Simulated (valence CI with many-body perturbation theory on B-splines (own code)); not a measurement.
# Energy levels of Kr²¹⁺

Computed by relativistic CI+MBPT: five valence electrons over a frozen Dirac-Fock core [Ne], radial functions for each j: 11 s, 11 p, 10 d, 8 f, 5 g, 2 h, with the one-electron correlation potential Σ1 (screened to all orders), the two-electron term Σ2, the three-electron term Σ3, Breit, model QED; selected single and double excitations, second order for the rest, scaled by the run's own slope (own B-spline code, finite nucleus).

No measured levels were compared; by estimate levels of excited configurations hold to 0.05 to 0.15 % of their energy, terms of the ground configuration to about 0.5 %. Among the levels kept, up to 3300 cm⁻¹ of a level comes from second order outside the variational space, and about a tenth of that is noise between levels of different J, which matters for small intervals.

Levels 136 to 171 of 171, with energies above the lowest level, 3s²3p³ ⁴S°_3/2. "Leading %" is the weight of the configuration and term that name the level; weights of strongly mixed levels are sums over their largest components and can fall short, so below about 35 % the name and the second component can differ from the true leading terms, or belong to a minority configuration. In the jj column 3d3/2^4 stands for four electrons in 3d with j = 3/2. Lifetimes count E1, E2, E3, M1 and M2 decay at the calculated energies, and are blank where another channel may lead or the interval is too uncertain; long ones can be off by a factor of two.

| No. | Configuration | Term | J | E (cm⁻¹) | Leading % | Lifetime | Leading jj |
| --- | --- | --- | --- | --- | --- | --- | --- |
| 136 | 3s²3p3d² | ⁴D° | 5/2 | 1747300 | 47 | 3.94 ps | 3s^2 3p3/2 3d3/2 3d5/2 (30 %) |
| 137 | 3s²3p3d² | ²G° | 9/2 | 1749000 | 56 | 7.00 ps | 3s^2 3p3/2 3d5/2^2 (66 %) |
| 138 | 3s²3p3d² | ⁴D° | 7/2 | 1749500 | 73 | 4.28 ps | 3s^2 3p3/2 3d3/2 3d5/2 (36 %) |
| 139 | 3s²3p3d² | ⁴D° | 3/2 | 1753800 | 43 | 3.82 ps | 3s^2 3p3/2 3d3/2^2 (39 %) |
| 140 | 3s²3p3d² | ⁴D° | 1/2 | 1761600 | 51 | 3.98 ps | 3s^2 3p3/2 3d3/2^2 (41 %) |
| 141 | 3s3p³3d | ²D° | 5/2 | 1764700 | 39 | 5.16 ps | 3s^2 3p3/2 3d5/2^2 (34 %) |
| 142 | 3s3p³3d | ²D° | 3/2 | 1765900 | 35 | 3.82 ps | 3s^2 3p3/2 3d3/2 3d5/2 (31 %) |
| 143 | 3s3p³3d | ²S° | 1/2 | 1768700 | 35 | 3.90 ps | 3s^2 3p3/2 3d3/2 3d5/2 (49 %) |
| 144 | 3s²3p3d² | ²P° | 1/2 | 1790400 | 77 | 6.54 ps | 3s^2 3p1/2 3d5/2^2 (43 %) |
| 145 | 3s²3p3d² | ²P° | 3/2 | 1799700 | 27 | 3.47 ps | 3s 3p3/2^3 3d5/2 (16 %) |
| 146 | 3s²3p3d² | ²F° | 7/2 | 1801800 | 56 | 5.84 ps | 3s^2 3p3/2 3d3/2 3d5/2 (45 %) |
| 147 | 3s²3p3d² | ²F° | 5/2 | 1806300 | 60 | 4.29 ps | 3s^2 3p3/2 3d3/2 3d5/2 (46 %) |
| 148 | 3s²3p3d² | ⁴S° | 3/2 | 1808500 | 57 | 3.20 ps | 3s^2 3p3/2 3d3/2 3d5/2 (29 %) |
| 149 | 3s²3p3d² | ²D° | 3/2 | 1837400 | 43 | 3.59 ps | 3s^2 3p3/2 3d3/2 3d5/2 (50 %) |
| 150 | 3s²3p3d² | ²G° | 7/2 | 1839400 | 42 | 3.87 ps | 3s^2 3p3/2 3d3/2^2 (32 %) |
| 151 | 3p⁴3d | ⁴D | 5/2 | 1849100 | 47 | 38.4 ps | 3p1/2^2 3p3/2^2 3d3/2 (43 %) |
| 152 | 3p⁴3d | ⁴D | 3/2 | 1850200 | 39 | 40.8 ps | 3p1/2^2 3p3/2^2 3d3/2 (54 %) |
| 153 | 3s²3p3d² | ²P° | 1/2 | 1851300 | 46 | 3.25 ps | 3s^2 3p3/2 3d5/2^2 (35 %) |
| 154 | 3s²3p3d² | ²D° | 5/2 | 1851800 | 56 | 4.13 ps | 3s^2 3p3/2 3d5/2^2 (47 %) |
| 155 | 3s²3p3d² | ²G° | 9/2 | 1856100 | 90 | 4.41 ps | 3s^2 3p3/2 3d3/2 3d5/2 (68 %) |
| 156 | 3p⁴3d | ⁴D | 1/2 | 1861800 | 35 | 34.5 ps | 3p1/2^2 3p3/2^2 3d3/2 (40 %) |
| 157 | 3p⁴3d | ⁴D | 7/2 | 1862200 | 54 | 31.8 ps | 3p1/2^2 3p3/2^2 3d5/2 (43 %) |
| 158 | 3s²3p3d² | ²P° | 3/2 | 1863200 | 68 | 6.18 ps | 3s^2 3p3/2 3d5/2^2 (62 %) |
| 159 | 3s3p²3d² | ⁶G | 3/2 | 1863800 | 83 | 205 ps | 3s 3p1/2^2 3d3/2^2 (30 %) |
| 160 | 3s3p²3d² | ⁶G | 5/2 | 1874600 | 86 | 215 ps | 3s 3p1/2^2 3d3/2 3d5/2 (28 %) |
| 161 | 3s²3p3d² | ²F° | 5/2 | 1879000 | 70 | 4.79 ps | 3s^2 3p3/2 3d3/2 3d5/2 (61 %) |
| 162 | 3s²3p3d² | ²F° | 7/2 | 1885900 | 48 | 4.83 ps | 3s^2 3p3/2 3d5/2^2 (53 %) |
| 163 | 3s3p²3d² | ⁶G | 7/2 | 1889700 | 85 | 190 ps | 3s 3p1/2 3p3/2 3d3/2 3d5/2 (32 %) |
| 164 | 3s²3p3d² | ²D° | 5/2 | 1901300 | 87 | 3.85 ps | 3s^2 3p3/2 3d3/2 3d5/2 (40 %) |
| 165 | 3p⁴3d | ⁴F | 9/2 | 1902000 | 49 | 31.9 ps | 3p1/2^2 3p3/2^2 3d5/2 (66 %) |
| 166 | 3s²3p3d² | ²D° | 3/2 | 1903700 | 80 | 3.51 ps | 3s^2 3p3/2 3d3/2 3d5/2 (42 %) |
| 167 | 3s3p²3d² | ⁶G | 9/2 | 1909200 | 84 | 200 ps | 3s 3p1/2 3p3/2 3d3/2 3d5/2 (51 %) |
| 168 | 3p⁴3d | ⁴P | 1/2 | 1913100 | 28 | 55.5 ps | 3p1/2 3p3/2^3 3d3/2 (21 %) |
| 169 | 3p⁴3d | ²D | 3/2 | 1913400 | 25 | 47.6 ps | 3p1/2^2 3p3/2^2 3d5/2 (29 %) |
| 170 | 3p⁴3d | ²G | 7/2 | 1916400 | 32 | 29.0 ps | 3p1/2^2 3p3/2^2 3d3/2 (50 %) |
| 171 | 3p⁴3d | ²P | 1/2 | 1918500 | 46 | 34.7 ps | 3p1/2 3p3/2^3 3d3/2 (38 %) |

Names give the largest LS component (configuration and term), which can be under half, so a name can repeat, a term be missing and a line seem to break the LS rules; names also repeat where a configuration has a term twice.

Where two levels of one J and parity lie close, their mixing, g and order are uncertain.
